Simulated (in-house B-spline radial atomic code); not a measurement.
# PBE hybrid excitations of Zn

Method: PBE hybrid with 0.7 exact exchange. Computed with an all-electron radial atomic-structure program (B-spline basis): linear response of the closed shell [Ar] 3d10 4s2 with the functional's adiabatic kernel; scalar-relativistic (spin-free one-electron X2C), finite nucleus, no spin-orbit coupling, no double excitations, S, P, D and F terms only; shells from n = 2 respond. Only terms of natural parity with L up to 3 were computed.

Command:
```bash
python run_td.py task.json out
```
Settings (radii: box in bohr, nucleus in fm):
```
Z                        30
electrons                30
configuration            [Ar] 3d10 4s2
hamiltonian              x2c
method                   pbeh
box_radius               75
exact_exchange_fraction  0.7
rms_radius               3.9283
intervals                77
```

Cost of the run: 2.9 s on 1 thread of Arm Neoverse N1 (shared host).

The lowest states, in the order of their Tamm-Dancoff energies; the method's threshold (minus the highest occupied level) is 7.991 eV. Labels give the largest channel, * marks a mixed state, and oscillator strengths are full-response dipole values. Measured ¹D terms are left out, since they can mix with doubly excited terms. Semilocal kernels can invert the small singlet-triplet splittings of Rydberg terms. Energies in eV:

```tsv
state	full response	Tamm-Dancoff	oscillator strength	measured (J-weighted term)
4s → 4p 3P	3.124	3.436	-	4.054
4s → 4p 1P	5.277	5.432	1.5	5.796
4s → 5s 3S	6.047	6.061	-	6.654
4s → 5s 1S	?	?	-	?
4s → 5p 3P	6.868	6.879	-	-
4s → 5p 1P	7.034	7.057	0.0699	-
4s → 4d 3D	?	?	-	?
4s → 4d 1D	7.117	7.118	-	-
4s → 6s 3S	7.217	7.219	-	-
4s → 6s 1S	7.286	7.289	-	-
4s → 6p 3P	7.442	7.445	-	-
```

**Question.** Where does 4s → 5s 1S lie?

**Answer.** At 6.380 eV in full response, 6.391 eV in Tamm-Dancoff; measured 6.917 eV.

**Question.** Where does 4s → 4d 3D lie?

**Answer.** At 7.088 eV in full response, 7.089 eV in Tamm-Dancoff; measured 7.783 eV.

**Question.** How large is the singlet-triplet splitting of 4s → 4p (P terms) in Tamm-Dancoff?

**Answer.** 2 eV, from the unrounded values.

**Question.** What polarisabilities and dispersion coefficient does the method give?

**Answer.** Dipole 45.99 bohr³, quadrupole 354.7 bohr⁵, C6 352.5 hartree·bohr⁶ for two such species. Recommended dipole value: 38.67 ± 0.3 bohr³ (Schwerdtfeger and Nagle, table of static dipole polarizabilities (2023 update)), which includes relativity and correlation.
